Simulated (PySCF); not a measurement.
**Bonding in `CO[C@H]1CC[BH2-][N+]1(C)C`**

Species: C6H16BNO.
Numbering: `[CH3:1][O:2][C@H:3]1[CH2:4][CH2:5][BH2-:6][N+:7]1([CH3:8])[CH3:9]` (hydrogens: H10, H11, H12 on C1; H13 on C3; H14, H15 on C4; H16, H17 on C5; H18, H19 on B6; H20, H21, H22 on C8; H23, H24, H25 on C9)

Structure used (PBE0-D3(BJ)/def2-SVP), in Å, numbered top down from 1:
```
atom  x, y, z in Å
C1     2.7199   -0.9624   -0.3744
O2     1.3477   -0.9245   -0.6365
C3     0.6263   -0.0617    0.1828
C4     0.7594    1.4288   -0.1099
C5    -0.5238    2.0916    0.4311
B6    -1.4927    0.8610    0.8984
N7    -0.8160   -0.3865    0.0543
C8    -1.2559   -0.3497   -1.3527
C9    -1.1219   -1.7004    0.6315
H10    3.2153    0.0004   -0.5947
H11    3.1594   -1.7356   -1.0188
H12    2.9258   -1.2238    0.6817
H13    0.8682   -0.2544    1.2461
H14    1.6838    1.8148    0.3465
H15    0.8787    1.5535   -1.1991
H16   -0.2978    2.7542    1.2795
H17   -0.9708    2.7346   -0.3440
H18   -2.6759    0.9054    0.5828
H19   -1.3408    0.5477    2.0781
H20   -2.3229   -0.5990   -1.3819
H21   -1.1270    0.6615   -1.7537
H22   -0.6753   -1.0631   -1.9537
H23   -0.7886   -1.7146    1.6764
H24   -2.2086   -1.8507    0.6108
H25   -0.6156   -2.4946    0.0635
```

Bond orders from the PBE0/pcSseg-1 density (PySCF). Isolated species at its PBE0-D3(BJ)/def2-SVP geometry (one conformer only).

Q: Where do the orders between heavy atoms depart from those drawn in the SMILES?

A: The largest departure is 0.429, at B6–N7 (drawn single, 0.571). Drawn single, order below 0.88: B6–N7 (0.571) and N7–C3 (0.864). The SMILES, with its formal charges, is one Lewis structure only.

Q: Set the Mayer orders of the bonds between heavy atoms beside their lengths.

A: 
```tsv
bond	drawn as	length (Å)	Mayer order
C1–O2	single	1.398	0.931
O2–C3	single	1.391	0.901
C3–C4	single	1.525	1.032
C4–C5	single	1.542	1.018
C5–B6	single	1.635	0.910
B6–N7	single	1.651	0.571
N7–C8	single	1.475	0.896
N7–C9	single	1.467	0.914
N7–C3	single	1.484	0.864
```

By pair of heavy elements: C–O: lowest O2–C3 (0.901, 1.391 Å), highest C1–O2 (0.931, 1.398 Å); in 1 of the 1 pairs the longer bond (by over 0.003 Å) has the higher order (by 0.02 or more). C–C: all 2 within 0.02 of one another (1.018 to 1.032). C–N: lowest N7–C3 (0.864, 1.484 Å), highest N7–C9 (0.914, 1.467 Å).

Q: And the bonds to hydrogen?

A: C–H: 0.92 to 0.97 (14 bonds); B–H: 0.98 (2 bonds).

Q: Sum the orders of all bonds at each heavy atom with more than one neighbour and set the sums beside the valence in the SMILES.

A: C1 3.817 (drawn 4), O2 1.832 (drawn 2), C3 3.717 (drawn 4), C4 3.930 (drawn 4), C5 3.845 (drawn 4), B6 3.440 (drawn 4), N7 3.245 (drawn 4), C8 3.758 (drawn 4), C9 3.779 (drawn 4). Orders between atoms that aren't bonded are not in these sums.

Mayer orders depend on the basis set.
